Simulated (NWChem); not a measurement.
Molecule: C2H4BF3; SMILES CB(F)C(F)F

```xyz
10

C      1.4003    -1.1739    -0.3865
B     -0.0426    -0.7875     0.0378
F     -0.9766    -1.6973     0.2786
C     -0.4874     0.7511     0.1825
F      0.3913     1.4006     0.9941
F     -0.4223     1.3240    -1.0541
H      1.5831    -2.2565    -0.4083
H      1.5981    -0.7515    -1.3872
H      2.1274    -0.6855     0.2832
H     -1.5048     0.9220     0.5795
```
Atoms are numbered in this order, from 1.

All runs: NWChem. Geometry: optimised at PBE0/def2-SVP. B3LYP is NWChem's, with the RPA form of VWN correlation. Total energies compare along this basis series because the functional is fixed.

| level | basis functions | energy (Ha) | highest occupied level (eV) | orbital gap (eV) | dipole (D) | relative time |
|---|---|---|---|---|---|---|
| B3LYP/pcseg-1 | 104 | -402.9871 | -8.51 | 7.27 | 1.03 | 4 |
| B3LYP/aug-pcseg-1 | 174 | -403.0068 | -8.62 | 7.26 | 1.06 | 10 |
| B3LYP/pcseg-2 | 236 | -403.2388 | -8.59 | 7.26 | 1.07 | 20 |
| B3LYP/STO-3G | 34 | -397.4232 | -3.86 | 6.05 | 1.02 | 1 |
| B3LYP/def2-SVP | 104 | -402.7535 | -8.32 | 7.25 | 0.98 | 3 |

Times are rough ratios from one shared machine.
